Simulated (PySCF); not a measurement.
PySCF input for BFHIO, SMILES OB(F)I, TDDFT-LC-ωPBE/def2-SVPD. Geometry: PBE-D3(BJ)/def2-SVP. The def2 effective core potentials stand for the cores of I; spin–orbit coupling is left out. Other conformers were not sampled.

```python
import numpy as np
from pyscf import gto, scf, dft, tdscf

mol = gto.M(
    atom='''
    B    -0.01467465   -1.32965509    0.00000000
    F    -1.18975158   -1.96850355    0.00000000
    I     0.00902922    0.81705043    0.00000000
    O     1.15932444   -1.99667456    0.00000000
    H     1.02799339   -2.96546889    0.00000000
    ''',
    basis='def2-SVPD',
    ecp={'I': 'def2-svp'},
    charge=0,
    spin=0,
    symmetry=True,
    max_memory=1600,
    verbose=4,
)
mf = dft.RKS(mol, xc='lc_wpbe').density_fit(auxbasis='def2-universal-jkfit')
mf.grids.level = 3
mf.conv_tol = 1e-9
mf.max_cycle = 100
mf.kernel()
mf.grids = dft.Grids(mol).set(level=1).build(with_non0tab=True)  # coarser grid for the response kernel
td = tdscf.TDDFT(mf)
td.singlet = True
td.nstates = 10
td.conv_tol = 1e-4
td.kernel(x0=td.get_init_guess(mf, 15))
td.analyze()
tt = tdscf.TDA(mf)
tt.singlet = False
tt.nstates = 4
tt.conv_tol = 1e-4
tt.kernel(x0=tt.get_init_guess(mf, 9))
tt.analyze(verbose=3)
```

It prints:

```
PySCF version 2.14.0

[INPUT] verbose = 4
[INPUT] num. atoms = 5
[INPUT] num. electrons = 48
[INPUT] charge = 0
[INPUT] spin (= nelec alpha-beta = 2S) = 0
[INPUT] symmetry True subgroup None
[INPUT] Mole.unit = angstrom
[INPUT] Symbol           X                Y                Z      unit          X                Y                Z       unit  Magmom
[INPUT]  1 B     -0.014674650000  -1.329655090000   0.000000000000 AA   -0.027731069474  -2.512683960234   0.000000000000 Bohr   0.0
[INPUT]  2 F     -1.189751580000  -1.968503550000   0.000000000000 AA   -2.248304642469  -3.719932584734   0.000000000000 Bohr   0.0
[INPUT]  3 I      0.009029220000   0.817050430000   0.000000000000 AA    0.017062752918   1.544001542658   0.000000000000 Bohr   0.0
[INPUT]  4 O      1.159324440000  -1.996674560000   0.000000000000 AA    2.190805681115  -3.773168078286   0.000000000000 Bohr   0.0
[INPUT]  5 H      1.027993390000  -2.965468890000   0.000000000000 AA    1.942625964963  -5.603924033018   0.000000000000 Bohr   0.0

nuclear repulsion = 165.619131304896
point group symmetry = Cs
symmetry origin: [2.48648168e-09 4.97296356e-10 0.00000000e+00]
symmetry axis x: [ 1.0000000e+00 -3.9010474e-10  0.0000000e+00]
symmetry axis y: [3.9010474e-10 1.0000000e+00 0.0000000e+00]
symmetry axis z: [0. 0. 1.]
num. orbitals of irrep A' = 76
num. orbitals of irrep A" = 33
number of shells = 43
number of NR pGTOs = 176
number of NR cGTOs = 109
basis = def2-SVPD
ecp = {'I': 'def2-svp'}


[settings echo left out]
init E= -466.828757715501
HOMO (A") = -0.80735261991085  LUMO (A') = -0.585706911321832  gap/eV = 6.03129
cycle= 1 E= -496.807039445452  delta_E=  -30  |g|= 2.83  |ddm|= 10.4
HOMO (A') = -0.0586035474682909  LUMO (A') = 0.00767945679889692  gap/eV = 1.80365
cycle= 2 E= -497.526622035416  delta_E= -0.72  |g|= 1.79  |ddm|= 9.74
HOMO (A") = -0.37810422755449  LUMO (A') = 0.0360060667484525  gap/eV = 11.26852
cycle= 3 E= -498.117879008626  delta_E= -0.591  |g|= 0.263  |ddm|= 3.08
HOMO (A') = -0.381069590139145  LUMO (A') = 0.0397104030751763  gap/eV = 11.45001
cycle= 4 E= -498.137908172233  delta_E= -0.02  |g|= 0.0976  |ddm|= 0.565
HOMO (A') = -0.380021887191514  LUMO (A') = 0.0443891553030356  gap/eV = 11.54881
cycle= 5 E= -498.140550539387  delta_E= -0.00264  |g|= 0.0257  |ddm|= 0.126
HOMO (A') = -0.380979378137074  LUMO (A') = 0.0448768071018545  gap/eV = 11.58814
cycle= 6 E= -498.140779911787  delta_E= -0.000229  |g|= 0.0131  |ddm|= 0.0384
HOMO (A') = -0.381601730728747  LUMO (A') = 0.0448678927692266  gap/eV = 11.60483
cycle= 7 E= -498.140855186246  delta_E= -7.53e-05  |g|= 0.00284  |ddm|= 0.023
HOMO (A') = -0.381152489007491  LUMO (A') = 0.0449062659851428  gap/eV = 11.59365
cycle= 8 E= -498.140864110159  delta_E= -8.92e-06  |g|= 0.00145  |ddm|= 0.0111
HOMO (A') = -0.381071583343655  LUMO (A') = 0.0448923259899558  gap/eV = 11.59107
cycle= 9 E= -498.140864916424  delta_E= -8.06e-07  |g|= 0.000491  |ddm|= 0.00281
HOMO (A') = -0.38111209513816  LUMO (A') = 0.0448842838363799  gap/eV = 11.59195
cycle= 10 E= -498.140865034099  delta_E= -1.18e-07  |g|= 6.45e-05  |ddm|= 0.00138
HOMO (A') = -0.381126312947107  LUMO (A') = 0.0448797122587494  gap/eV = 11.59221
cycle= 11 E= -498.140865037784  delta_E= -3.69e-09  |g|= 1.77e-05  |ddm|= 0.000227
HOMO (A') = -0.381124854280547  LUMO (A') = 0.0448797853558979  gap/eV = 11.59218
cycle= 12 E= -498.14086503799  delta_E= -2.06e-10  |g|= 5.16e-06  |ddm|= 5.05e-05
HOMO (A') = -0.381125181993873  LUMO (A') = 0.0448797567941207  gap/eV = 11.59218
Extra cycle  E= -498.14086503801  delta_E= -2.02e-11  |g|= 2.15e-06  |ddm|= 1.59e-05
converged SCF energy = -498.14086503801
tot grids = 26160


******** <class 'pyscf.tdscf.rks.TDDFT'> for <class 'pyscf.df.df_jk.DFSymAdaptedRKS'> ********
nstates = 10 singlet
deg_eia_thresh = 1.000e-03
wfnsym = None
conv_tol = 0.0001
eigh lindep = 1e-12
eigh level_shift = 0
eigh max_cycle = 100


Excitation energies (eV)
[6.54572188 6.62595922 6.66082628 7.10877659 7.73211383 7.9232988
 8.53689709 8.64973841 8.6577137  8.67194041]

** Singlet excitation energies and oscillator strengths **
Excited State   1:   A'      6.54572 eV    189.41 nm  f=0.0044
      24 -> 25       -0.49361
      24 -> 26       -0.21011
      24 -> 30       -0.27745
      24 -> 31        0.32396
      24 -> 32        0.11868
Excited State   2:   A"      6.62596 eV    187.12 nm  f=0.0003
      24 -> 27       -0.68498
      24 -> 29        0.13850
Excited State   3:   A"      6.66083 eV    186.14 nm  f=0.0075
      23 -> 25        0.49174
      23 -> 26        0.18655
      23 -> 30        0.26877
      23 -> 31       -0.34747
      23 -> 32       -0.12341
Excited State   4:   A'      7.10878 eV    174.41 nm  f=0.0958
      23 -> 27        0.67284
      23 -> 29       -0.10606
Excited State   5:   A'      7.73211 eV    160.35 nm  f=0.1310
      24 -> 25        0.38601
      24 -> 26       -0.13337
      24 -> 30       -0.53759
      24 -> 32       -0.10146
Excited State   6:   A"      7.92330 eV    156.48 nm  f=0.1464
      23 -> 25       -0.38675
      23 -> 26        0.16983
      23 -> 30        0.52352
      23 -> 35        0.11005
Excited State   7:   A'      8.53690 eV    145.23 nm  f=0.0164
      24 -> 26       -0.63706
      24 -> 30        0.17016
      24 -> 31       -0.19013
Excited State   8:   A"      8.64974 eV    143.34 nm  f=0.0233
      22 -> 27       -0.50353
      22 -> 29        0.11050
      23 -> 26       -0.38644
      23 -> 30        0.13931
      23 -> 31       -0.14749
Excited State   9:   A"      8.65771 eV    143.21 nm  f=0.0012
      22 -> 27       -0.41061
      22 -> 29        0.10673
      23 -> 26        0.46602
      23 -> 30       -0.12383
      24 -> 29       -0.19699
Excited State  10:   A"      8.67194 eV    142.97 nm  f=0.0003
      23 -> 26       -0.18165
      23 -> 28        0.12541
      24 -> 27       -0.13088
      24 -> 29       -0.64061

** Transition electric dipole moments (AU) **
state          X           Y           Z        Dip. S.      Osc.
  1        -0.1654      0.0027      0.0000      0.0274      0.0044
  2        -0.0000      0.0000     -0.0435      0.0019      0.0003
  3         0.0000     -0.0000      0.2145      0.0460      0.0075
  4        -0.0530      0.7398      0.0000      0.5501      0.0958
  5         0.8315      0.0190     -0.0000      0.6917      0.1310
  6        -0.0000     -0.0000     -0.8685      0.7543      0.1464
  7        -0.2802     -0.0030     -0.0000      0.0785      0.0164
  8         0.0000      0.0000     -0.3317      0.1100      0.0233
  9         0.0000      0.0000      0.0745      0.0056      0.0012
 10        -0.0000     -0.0000     -0.0376      0.0014      0.0003

WARN: ECP detected. Skipping calculation of transition velocity and magnetic dipole moments, which have not yet been implemented.



******** <class 'pyscf.tdscf.rks.TDA'> for <class 'pyscf.df.df_jk.DFSymAdaptedRKS'> ********
nstates = 4 triplet
deg_eia_thresh = 1.000e-03
wfnsym = None
conv_tol = 0.0001
eigh lindep = 1e-12
eigh level_shift = 0
eigh max_cycle = 100


Excitation energies (eV)
[5.91232313 6.08038318 6.32459864 6.48117066]

** Triplet excitation energies and oscillator strengths **
Excited State   1:   A'      5.91232 eV    209.70 nm  f=0.0000
Excited State   2:   A"      6.08038 eV    203.91 nm  f=0.0000
Excited State   3:   A'      6.32460 eV    196.03 nm  f=0.0000
Excited State   4:   A"      6.48117 eV    191.30 nm  f=0.0000
```

The run converged.

Cost: very roughly 50 core-seconds.
